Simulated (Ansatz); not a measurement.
A structure relaxed at PBE0-D4/def2-SVP in Ansatz, charge 0, doublet:

```xyz
5

Ga    2.317   -1.126    0.688
Ga   -1.402    0.112   -1.711
Ga   -1.565    1.330    0.834
P    -0.171   -0.689    0.893
P     0.821    0.372   -0.704
```

Give its formula and point group.

the cluster Ga₃P₂. Point group C2 (tolerance 0.1 Å).

Summarise the bond lengths by kind (pairs closer than 1.2 times the sum of covalent radii, bridged metal pairs left out).

4 × Ga–P 2.45 to 2.53 Å; 1 × Ga–Ga 2.83 Å; 1 × P–P 2.16 Å.

The relaxation made no stability test and no search for a lower SCF solution. Another isomer (doublet) lies 0.15 eV lower at PBE0-D4/def2-TZVP; other spin states weren't run for this one.
